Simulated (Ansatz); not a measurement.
System: sum formula SiBr₃Cl, net charge 0, singlet state. 
Geometry from a B3LYP-D3(BJ)/def2-TZVP (Ansatz, a program for electronic structure) optimisation:
```
Si
Cl 1 2.0383
Br 1 2.2066 2 109.24
Br 1 2.2066 2 109.24 3 120.00
Br 1 2.2066 2 109.24 4 120.00
```
Charge 0, spin multiplicity 1.

Parts of the frozen-core correlation energy in STO-3G (Ansatz, hartree). Frozen orbitals: 52; correlated occupied orbitals by spin: 16 and 16; virtual: 4 and 4. No spin-orbit coupling. Non-relativistic.

| term | value |
|---|---|
| reference (HF) | -8374.38289 |
| MP2 opposite-spin | … |
| MP2 same-spin | … |
| CCSD correlation | … |
| (T) | -0.00179 |
| FCI minus CCSD(T) | -0.00042 |
| T1 diagnostic | 0.006 |
| largest doubles amplitude | 0.047 |

Question: Fill in the missing entries.

Answer: 
- MP2 opposite-spin, value: -0.04450
- MP2 same-spin, value: -0.00890
- CCSD correlation, value: -0.06553
